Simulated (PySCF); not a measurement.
Species: `N#C/C=C/C[SiH2]/C=C\[SiH3]`. The columns A, B, C and D hold Mulliken, IAO, Hirshfeld and ESP-fitted charges (e) of one PBE0/pcSseg-1 density (PySCF), in a shuffled order. Coordinates in Å (PBE0-D3(BJ)/def2-SVP); the density's dipole moment is (-0.40, 0.89, -4.65) D.

| atom | x | y | z | A | B | C | D |
| --- | --- | --- | --- | --- | --- | --- | --- |
| N1 | 1.837 | -1.660 | 3.331 | -0.485 | -0.250 | -0.225 | -0.258 |
| C2 | 1.824 | -1.475 | 2.185 | +0.479 | +0.134 | +0.073 | +0.116 |
| C3 | 1.798 | -1.265 | 0.777 | -0.509 | -0.222 | -0.042 | -0.159 |
| C4 | 2.016 | -0.058 | 0.220 | +0.061 | -0.071 | +0.002 | -0.134 |
| C5 | 1.946 | 0.230 | -1.229 | -0.435 | -0.532 | -0.146 | -0.467 |
| Si6 | 0.249 | 0.959 | -1.725 | +0.509 | +0.749 | +0.342 | +0.627 |
| C7 | -1.081 | -0.336 | -1.459 | -0.300 | -0.413 | -0.134 | -0.422 |
| C8 | -1.732 | -0.641 | -0.320 | -0.262 | -0.385 | -0.120 | -0.393 |
| Si9 | -1.582 | 0.153 | 1.377 | +0.354 | +0.578 | +0.299 | +0.516 |
| H10 | 1.587 | -2.142 | 0.156 | +0.259 | +0.173 | +0.062 | +0.144 |
| H11 | 2.212 | 0.789 | 0.888 | +0.146 | +0.162 | +0.060 | +0.143 |
| H12 | 2.089 | -0.682 | -1.831 | +0.168 | +0.157 | +0.051 | +0.162 |
| H13 | 2.714 | 0.962 | -1.528 | +0.150 | +0.166 | +0.055 | +0.172 |
| H14 | 0.313 | 1.288 | -3.181 | -0.126 | -0.113 | -0.076 | -0.070 |
| H15 | 0.006 | 2.212 | -0.952 | -0.096 | -0.113 | -0.073 | -0.043 |
| H16 | -1.323 | -0.935 | -2.350 | +0.150 | +0.150 | +0.043 | +0.138 |
| H17 | -2.460 | -1.466 | -0.370 | +0.160 | +0.152 | +0.046 | +0.139 |
| H18 | -1.218 | -0.887 | 2.383 | -0.061 | -0.096 | -0.070 | -0.044 |
| H19 | -0.555 | 1.235 | 1.382 | -0.074 | -0.116 | -0.074 | -0.094 |
| H20 | -2.907 | 0.733 | 1.758 | -0.087 | -0.109 | -0.075 | -0.074 |

Q: Which column most likely holds the ESP-fitted charges?

A: A. Σ q r misses the density's dipole by 0.02 D (A), 1.33 D (C), 1.82 D (B), 2.55 D (D). Charges fitted to the outside potential are the only set here that is tied to the molecule's multipoles.

Q: And the Hirshfeld charges?

A: C. The mean sizes are 0.103 e (C), 0.216 e (D), 0.242 e (B), 0.243 e (A), and Hirshfeld charges are commonly the smallest of these schemes.

As computed, A = ESP-fitted, B = IAO, C = Hirshfeld, D = Mulliken. Hydrogens on carbon: ESP-fitted +0.15 to +0.26, IAO +0.15 to +0.17, Hirshfeld +0.04 to +0.06, Mulliken +0.14 to +0.17 e.

The Hirshfeld scheme divides the density at each point in proportion to the densities of the neutral, spherically averaged free atoms. The IAO scheme projects the occupied orbitals on a minimal set of polarised atomic orbitals and counts the electrons in each atom's part of it.

The structure is a single PBE0-D3(BJ)/def2-SVP conformer in the gas phase; no vibrational or solvent corrections.

These values come from a run that also computed NMR shieldings. Hardware: one thread, Arm Neoverse V2 (aarch64) (shared host). Cost: 38 s of wall time, 0.97 GiB resident at most.

The values belong to the conformer `[N:1]#[C:2]/[CH:3]=[CH:4]/[CH2:5][SiH2:6]/[CH:7]=[CH:8]\[SiH3:9]`: C3–C4–C5–Si6 97°, C4–C5–Si6–C7 -66°, C5–Si6–C7–C8 84°.
